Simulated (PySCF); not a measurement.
**Peak assignment**

Atoms are numbered as in `[CH3:1][Si@@H:2]([SiH3:3])[O:4][SiH2:5][SiH3:6]`; H(Xn) means a hydrogen on atom n. Ha(Si5) is pro-R; Hb(Si5) is pro-S.

Equivalent nuclei averaged, non-relativistic, no solvent model, one conformer. GFN2-xTB structure; PBE0/pcSseg-1 with gauge-including orbitals; PySCF 2.14.

Shifts are taken against calculated references (same method and geometry level): ¹H vs TMS.

Assign these signals to the numbered atoms. ¹H NMR (300 MHz, computed): δ 5.67 (m, 1H), 5.64 (m, 1H), 5.60 (m, 1H), 3.41 (m, 3H), 3.37 (d, 3H), 0.42 (d, 3H).

Answers


| δ (ppm) | atoms | environment | reason |
| --- | --- | --- | --- |
| 5.67 | H(Si2) | hydrogen on a silicon bonded to C, O, Si | – |
| 5.64 | Ha(Si5) | hydrogen on a silicon bonded to O, Si | – |
| 5.60 | Hb(Si5) | hydrogen on a silicon bonded to O, Si | – |
| 3.41 | H(Si6) | hydrogen on a silicon bonded to Si | – |
| 3.37 | H(Si3) | hydrogen on a silicon bonded to Si | – |
| 0.42 | H(C1) | hydrogen on a methyl carbon bonded to Si | an electropositive neighbour shields it, as in TMS itself |

H(Si2) and Ha(Si5); Ha(Si5) and Hb(Si5); H(Si6) and H(Si3) lie closer than the usual error of such a calculation, so a measured spectrum could show them in the other order.

No couplings were computed; multiplicities are counted from neighbouring protons, with m where these are inequivalent, close in shift, in a saturated or five-membered ring or joined by F or P, and br s for small geminal =CH2 splittings.
